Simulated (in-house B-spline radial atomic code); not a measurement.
A radial electron density 4πr²n(r) was computed for an atom or ion in its tabulated ground configuration with a B-spline radial code for spherical atoms; method: Dirac-Hartree-Fock, average of configuration. Columns: r (bohr), 4πr²n(r) (electrons per bohr), bar.

```
0.000877    2.084 #
  0.0011    3.069 #
 0.00139    4.546 ##
 0.00174    6.574 ###
 0.00219     9.49 ####
 0.00275    13.47 ######
 0.00346    18.87 #########
 0.00435    25.85 ############
 0.00547    34.53 ################
 0.00688    44.66 ####################
 0.00865    55.46 #########################
  0.0109    65.66 ##############################
  0.0137    73.12 #################################
  0.0172    76.15 ###################################
  0.0216    74.26 ##################################
  0.0272    69.38 ################################
  0.0342    66.51 ##############################
   0.043     70.9 ################################
   0.054    83.03 ######################################
  0.0679    95.35 ############################################
  0.0854    96.33 ############################################
   0.107    84.04 ######################################
   0.135    71.96 #################################
    0.17    75.39 ##################################
   0.213    84.13 ######################################
   0.268    74.23 ##################################
   0.337    46.54 #####################
   0.424    29.73 ##############
   0.533    32.62 ###############
    0.67    33.46 ###############
   0.843    22.56 ##########
    1.06    12.08 ######
    1.33    8.408 ####
    1.67    6.786 ###
    2.11    4.167 ##
    2.65    2.001 #
    3.33    1.052 
    4.18   0.7172 
    5.26   0.4482 
    6.61   0.2031 
    8.32  0.05924 
    10.5  0.00982 
    13.1 0.0009387 
    16.5 3.536e-05
```

(1) Which atom or ion is it?
A. Ce
B. La+
C. Nd+
D. La

Answers

(1) D. The area under the curve, ∫4πr²n dr = ∫r·4πr²n d(ln r) on this logarithmic grid, is 57 electrons, which only this option has. The configuration is [Xe] 5d1 6s2.
